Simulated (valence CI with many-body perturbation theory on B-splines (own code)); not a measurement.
E1 line list for Tc28+

Computed by relativistic CI+MBPT: five valence electrons over a frozen Dirac-Fock core [Ne], a basis of 11 s, 11 p, 10 d, 8 f, 5 g, 2 h functions for each j, with the one-electron correlation potential Σ1, the two-electron term Σ2, the three-electron term Σ3, Breit, model QED; selected CI, second order for the rest, scaled by the run's own slope (own B-spline code, finite nucleus).

The last digits are not significant, and no measured levels were compared; by estimate large intervals hold to a few tenths of a per cent, small ones and those within an open d or f shell to about a per cent. Among the levels kept, up to 3800 cm⁻¹ of a level comes from second order outside the variational space, and about a tenth of that is noise between levels of different J, which matters for small intervals.

Lines 51 to 100 of 583 in falling wavelength, among levels below 2660200 cm⁻¹, chosen from the strongest by gf and those to the six lowest levels. Wavelengths and rates use the calculated energies. Electric multipoles are in the length gauge, E1 and E2 with the static RPA response of the core. Weak lines are less certain than strong ones. Lines between different terms over intervals too small for the method are left out, as are lines whose strength nearly cancels. Where a level lies close to another of its J and parity, the split of strength between their lines is uncertain. The highest levels of a list are the least certain.

Names give the largest LS component (configuration and term), which can be under half, so a name can repeat, a term be missing and a line seem to break the LS rules; names also repeat where a configuration has a term twice. Letters in brackets count levels of one name in rising energy.

```csv
λ vac (nm),Upper,Lower,A (s⁻¹),S (a.u.)
11.56,3s3p³3d ⁶D°_5/2,3s3p⁴ ⁴P_5/2,1.47e+09,6.74e-03
11.55,3s3p³3d ⁴F°_7/2 [b],3s²3p²3d ⁴F_5/2,2.18e+10,1.33e-01
11.55,3s3p³3d ⁶D°_3/2,3s3p⁴ ⁴P_5/2,1.52e+09,4.63e-03
11.52,3s3p³3d ²D°_5/2 [b],3s²3p²3d ²F_7/2 [a],7.67e+09,3.47e-02
11.49,3s²3p3d² ⁴F°_7/2,3s²3p²3d ²D_5/2 [c],6.44e+09,3.86e-02
11.47,3s²3p²3d ²D_5/2 [a],3s²3p³ ²P°_3/2,9.50e+08,4.25e-03
11.45,3s3p³3d ⁶D°_7/2,3s3p⁴ ⁴P_5/2,3.51e+08,2.08e-03
11.40,3s3p³3d ⁴G°_5/2,3s²3p²3d ⁴F_3/2,1.19e+10,5.22e-02
11.39,3s3p³3d ²D°_5/2 [d],3s²3p²3d ²D_5/2 [c],1.01e+10,4.41e-02
11.39,3s²3p²3d ⁴D_3/2,3s²3p³ ²P°_1/2,1.66e+09,4.84e-03
11.37,3s3p⁴ ⁴P_1/2,3s²3p³ ⁴S°_3/2,1.72e+10,2.50e-02
11.37,3s3p³3d ²F°_5/2 [b],3s²3p²3d ²D_5/2 [a],1.43e+10,6.22e-02
11.34,3s3p³3d ²F°_5/2 [a],3s²3p²3d ⁴P_5/2,6.39e+09,2.76e-02
11.32,3s²3p3d² ⁴G°_9/2 [b],3s²3p²3d ²F_7/2 [a],1.86e+10,1.33e-01
11.28,3s²3p²3d ⁴F_7/2,3s²3p³ ²D°_5/2,4.38e+08,2.48e-03
11.26,3s3p³3d ⁴D°_7/2 [c],3s²3p²3d ⁴D_5/2,1.10e+10,6.21e-02
11.26,3s²3p²3d ⁴D_1/2 [a],3s²3p³ ²D°_3/2,5.22e+09,7.35e-03
11.24,3s3p³3d ⁴D°_7/2 [b],3s²3p²3d ⁴F_7/2,1.09e+10,6.09e-02
11.23,3s²3p3d² ²H°_9/2,3s²3p²3d ²G_9/2,2.11e+10,1.48e-01
11.17,3s3p³3d ²D°_3/2 [c],3s²3p²3d ²D_3/2 [a],1.18e+10,3.24e-02
11.15,3s3p³3d ²F°_5/2 [b],3s²3p²3d ²D_3/2 [a],2.21e+10,9.08e-02
11.12,3s3p³3d ²G°_9/2 [b],3s²3p²3d ⁴F_9/2,2.06e+10,1.40e-01
11.12,3s3p³3d ⁴D°_5/2 [c],3s²3p²3d ⁴P_5/2,1.53e+10,6.25e-02
11.09,3s3p³3d ⁴F°_5/2 [a],3s²3p²3d ⁴F_3/2,7.15e+09,2.89e-02
11.07,3s²3p²3d ²F_5/2,3s²3p³ ²D°_3/2,1.89e+08,7.58e-04
11.02,3s3p³3d ⁴D°_7/2 [d],3s²3p²3d ⁴P_5/2,5.89e+09,3.12e-02
11.01,3s3p³3d ²G°_7/2,3s²3p²3d ⁴F_5/2,6.46e+09,3.41e-02
11.01,3s3p³3d ²D°_5/2 [e],3s²3p²3d ²D_5/2 [d],7.20e+09,2.84e-02
10.97,3s²3p3d² ⁴G°_7/2 [b],3s²3p²3d ⁴P_5/2,1.21e+10,6.28e-02
10.96,3s²3p3d² ⁴G°_7/2 [b],3s²3p²3d ²G_7/2,3.74e+10,1.95e-01
10.96,3s3p³3d ²D°_5/2 [a],3s²3p²3d ⁴F_5/2,1.59e+10,6.21e-02
10.93,3s²3p3d² ²H°_9/2,3s²3p²3d ²F_7/2 [a],2.02e+10,1.30e-01
10.91,3s3p³3d ⁴D°_5/2 [b],3s²3p²3d ⁴F_7/2,1.05e+10,4.05e-02
10.89,3s²3p3d² ²F°_7/2 [a],3s²3p²3d ²D_5/2 [a],7.09e+09,3.61e-02
10.88,3s3p³3d ⁴D°_3/2 [b],3s²3p²3d ⁴F_5/2,1.96e+10,4.99e-02
10.88,3s3p³3d ⁴D°_7/2 [b],3s²3p²3d ²F_5/2,9.54e+09,4.85e-02
10.87,3s3p³3d ⁴F°_5/2 [b],3s²3p²3d ⁴F_7/2,1.23e+10,4.68e-02
10.87,3s²3p3d² ²F°_7/2 [c],3s²3p²3d ²D_5/2 [c],1.51e+10,7.67e-02
10.84,3s3p³3d ²F°_7/2 [b],3s²3p²3d ²F_7/2 [a],1.43e+10,7.17e-02
10.81,3s²3p3d² ⁴F°_5/2,3s²3p²3d ²D_5/2 [a],1.18e+10,4.39e-02
10.78,3s3p³3d ²D°_3/2 [a],3s²3p²3d ²F_5/2,2.52e+10,6.23e-02
10.78,3s²3p3d² ⁴F°_7/2,3s²3p²3d ²D_5/2 [b],6.26e+09,3.09e-02
10.77,3s3p³3d ²F°_5/2 [b],3s²3p²3d ²P_3/2 [b],6.80e+09,2.52e-02
10.77,3s²3p²3d ⁴F_3/2,3s²3p³ ⁴S°_3/2,1.22e+10,3.01e-02
10.74,3s3p³3d ²F°_7/2 [a],3s²3p²3d ⁴D_7/2,2.08e+10,1.02e-01
10.73,3s3p³3d ²F°_5/2 [e],3s²3p²3d ²D_5/2 [d],2.13e+10,7.80e-02
10.73,3s3p³3d ⁴P°_3/2 [a],3s²3p²3d ⁴F_5/2,1.27e+10,3.09e-02
10.73,3s²3p²3d ²P_1/2 [b],3s²3p³ ²P°_3/2,1.04e+10,1.27e-02
10.72,3s²3p3d² ⁴G°_5/2 [a],3s²3p²3d ²P_3/2 [a],8.15e+09,2.97e-02
10.71,3s3p³3d ⁴F°_7/2 [c],3s²3p²3d ⁴F_7/2,2.22e+10,1.07e-01
```
